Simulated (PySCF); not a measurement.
**C₆ coefficients of unlike pairs at PBE**

Calculated with PySCF 2.14 from the dipole response of each species, C₆(A,B) = (3/π) ∫ α_A(iu) α_B(iu) du, in atomic units, from isotropic polarisabilities. For ions this is the dispersion term alone; charge-induced terms of lower order in 1/R come first.

```tsv
species	configuration	basis	relativity	α (bohr³)	C₆ (like pair)
Li⁺	1s2 (1S)	aug-cc-pVDZ (4s3p2d)	none	0.07087	0.007884
Tl³⁺	[Xe] 4f14 5d10 (1S)	aug-cc-pwCVTZ-DK3 with one added diffuse shell each of s, d, f type (12s10p9d6f1g)	spin-free X2C	5.394	31.15
Co²⁺	[Ar] 3d7 (4F)	aug-cc-pVTZ with one added diffuse shell each of s, p, d, f, g type (9s8p6d4f3g)	none	3.701	10.60
Cu	[Ar] 3d10 4s1 (2S)	aug-cc-pwCVDZ-PP with ECP10MDF (6s6p5d3f)	core potential	40.15	226.4
```

**Question.** Estimate C₆ for Tl³⁺ with Li⁺.

**Answer.** The integral gives 0.4911. The combination rule 2 C_A C_B / (C_A α_B/α_A + C_B α_A/α_B) gives 0.4866 and the geometric mean 0.4956.

No spin-orbit coupling is included.

The other pairs:

```json
{"pair": "Cu, Li⁺", "C₆": "0.8505"}
{"pair": "Cu, Tl³⁺", "C₆": "59.64"}
{"pair": "Co²⁺, Li⁺", "C₆": "0.2818"}
{"pair": "Co²⁺, Tl³⁺", "C₆": "18.08"}
{"pair": "Cu, Co²⁺", "C₆": "37.67"}
```
